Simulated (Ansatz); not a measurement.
Species: sum formula InO₃H₃ (charge -1, doublet). 
Geometry from a B3LYP-D3(BJ)/def2-TZVP (Ansatz, a first-principles code) optimisation:
```xyz
7

In    -0.1350    -0.2685    -0.1191
O      1.7528     0.1805    -0.9476
H      2.3584     0.1249    -0.1985
O      0.1968    -0.3280     1.9638
H     -0.3602     0.3790     2.3117
O     -1.2816     1.4757    -0.4272
H     -0.7254     2.0271    -0.9909
```
Charge -1, spin multiplicity 2.

Basis-set convergence of Hartree-Fock and MP2 correlation energies (hartree) with Ansatz. Valence correlation only, unless marked. Open shells are spin-unrestricted. No spin-orbit coupling. Frozen are the shells of the preceding noble gas and the d and f shells that filled before the atom's block. Past Kr the def2 sets carry scalar-relativistic core potentials. This anion needs diffuse functions, which these sets lack.

```json
[
 {"basis": "def2-SVP", "functions": "83", "E(HF)": "-415.39852", "E(corr, MP2)": "-0.63691"},
 {"basis": "def2-TZVPP", "functions": "185", "E(HF)": "(withheld)", "E(corr, MP2)": "(withheld)"}
]
```

Question: Some entries are withheld; supply them.

Answer: 
- def2-TZVPP, E(HF): -415.71459
- def2-TZVPP, E(corr, MP2): -0.82796
